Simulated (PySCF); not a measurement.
Numbering as in the mapped SMILES `[CH3:1][C:2](=[O:3])[O:4][CH:5]([CH3:6])[CH3:7]` (H(Xn): hydrogen on atom n).

GIAO shifts from PySCF 2.14.0 with density-fitted response routines on PBE0-D3(BJ)/def2-TZVP geometries (one conformer, non-relativistic, equivalent nuclei averaged), against TMS at the same level and in the same medium; PCM means IEF-PCM chloroform.

Measured (solution, not stated per compound (mostly CDCl3 or CCl4); Pretsch, Buehlmann, Badertscher, Structure Determination of Organic Compounds, 4th ed. (2009)): C5 67.5, C6/C7 21.9, H(C5) 4.99, H(C6)/H(C7) 1.23 ppm.

**Question.** Which unscaled values do B97-2/pcSseg-2, gas; WP04/pcSseg-2, PCM; wB97X-D/pcSseg-2, PCM give, and how close are they?

**Answer.** 
```json
{"atoms": "C5", "measured": "67.5", "B97-2/pcSseg-2, gas": "71.2", "WP04/pcSseg-2, PCM": "77.8", "wB97X-D/pcSseg-2, PCM": "72.9"}
{"atoms": "C6/C7", "measured": "21.9", "B97-2/pcSseg-2, gas": "23.3", "WP04/pcSseg-2, PCM": "24.1", "wB97X-D/pcSseg-2, PCM": "23.8"}
{"atoms": "H(C5)", "measured": "4.99", "B97-2/pcSseg-2, gas": "5.07", "WP04/pcSseg-2, PCM": "4.98", "wB97X-D/pcSseg-2, PCM": "4.99"}
{"atoms": "H(C6)/H(C7)", "measured": "1.23", "B97-2/pcSseg-2, gas": "1.16", "WP04/pcSseg-2, PCM": "1.22", "wB97X-D/pcSseg-2, PCM": "1.21"}
```

Mean absolute error for $^{13}$C: B97-2/pcSseg-2, gas 2.6, WP04/pcSseg-2, PCM 6.2, wB97X-D/pcSseg-2, PCM 3.7 ppm.

Mean absolute error for $^{1}$H: B97-2/pcSseg-2, gas 0.08, WP04/pcSseg-2, PCM 0.01, wB97X-D/pcSseg-2, PCM 0.01 ppm.
